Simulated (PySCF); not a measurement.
**Electron correlation in Li⁺ (lithium, charge +1)**

1s2, closed-shell 1S. Calculation: PySCF 2.14, in def2-TZVPPD; the non-relativistic Hamiltonian (point nucleus). Frozen: nothing; 2 electrons correlated.

With two correlated electrons CCSD is exact within the correlated space (frozen core and kept virtual orbitals).

```json
{"level": "CCSD", "correlation energy (mhartree)": "-34.21"}
```

Diagnostics: T1 = 0.00069, D1 = 0.0010, largest double amplitude 0.026.

**Question.** Is a single reference adequate?

**Answer.** Yes: T1 lies below 0.03 and no double amplitude reaches 0.07.

This basis was not built for core-valence correlation, so the inner-shell part is incomplete.
